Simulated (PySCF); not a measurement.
# Working out the ionisation energy of Ga

Ga [Ar] 3d10 4s2 4p1 (2P) → Ga⁺ [Ar] 3d10 4s2 (1S). Computed with PySCF 2.14 in pcseg-2, with no relativity, point nucleus. Frozen: [Ar] 3d10. Energies in hartree (1 hartree = 27.21139 eV):

```csv
part,Ga (lower),Ga⁺ (upper)
UHF,-1923.232396,-1923.027264
CCSD correlation,-0.046765,-0.036824
(T),-0.000846,0.000000
```

**Question.** What does Hartree-Fock give?

**Answer.** (-1923.027264) − (-1923.232396) = 0.205132 hartree = 5.582 eV.

**Question.** What do CCSD and CCSD(T) give?

**Answer.** The CCSD correlation energies differ by 0.009941 hartree = 0.271 eV and the triples by 0.000846 hartree = 0.023 eV, so CCSD gives 5.853 eV and CCSD(T) 5.876 eV.

Measured between the centres of the two terms (NIST): 5.931 eV, so CCSD(T) (valence) is off by -0.055 eV.

The calculation is non-relativistic.

What remains against the reference includes basis incompleteness, the frozen core and higher excitations.
